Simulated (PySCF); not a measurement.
Breaking a bond: HCl (cation, charge +1), doublet.

CASSCF(7,5)/6-31G (PySCF); UKS-TPSSh = PySCF with unrestricted TPSSh/6-31G; UKS-BHandHLYP = unrestricted BHandHLYP/6-31G in PySCF; UCCSD(T) = PySCF 2.14.0 with CCSD(T) on UHF/6-31G, 5 core orbitals frozen.

Energies relative to the lowest point of each curve near equilibrium, in kcal/mol:

| R / Å | CASSCF(7,5) | UKS-TPSSh | UKS-BHandHLYP |
|---|---|---|---|
| 1.13 | 20.1 | 20.6 | 19.4 |
| 1.24 | 4.1 | 4.3 | 3.7 |
| 1.27 | 2.1 | 2.2 | 1.8 |
| 1.32 | 0.3 | 0.3 | 0.2 |
| 1.41 | 0.6 | 0.6 | 0.9 |
| 1.47 | 2.5 | 2.6 | 3.2 |
| 1.55 | 6.2 | 6.4 | 7.5 |
| 1.65 | 11.8 | 12.5 | 13.9 |
| 2.17 | 42.3 | 43.6 | 46.2 |
| 3.24 | 71.3 | 65.8 | 71.6 |
| 3.59 | 73.1 | 66.8 | 74.2 |
| 4.61 | 74.0 | 65.6 | 76.0 |

### Question
What does UCCSD(T) give at the same points?

### Answer
1.13: 20.8; 1.24: 4.4; 1.27: 2.3; 1.32: 0.4; 1.41: 0.5; 1.47: 2.3; 1.55: 5.9; 1.65: 11.5; 2.17: 42.0; 3.24: 74.2; 3.59: 76.8; 4.61: 78.0 (kcal/mol).

The unrestricted determinant behind UKS-TPSSh is spin-contaminated at 2.17 to 5.23 Å (<S²> up to 1.3, against 0.75 for a pure doublet). At the longest distance UKS-TPSSh, UKS-BHandHLYP leaves fractional charges on the fragments, a sign of delocalisation error or of the restricted form. The unrestricted determinant behind UKS-BHandHLYP is spin-contaminated at 2.17 to 5.23 Å (<S²> up to 1.4, against 0.75 for a pure doublet). The unrestricted determinant behind UCCSD(T) is spin-contaminated at 1.80 to 5.23 Å (<S²> up to 1.8, against 0.75 for a pure doublet).
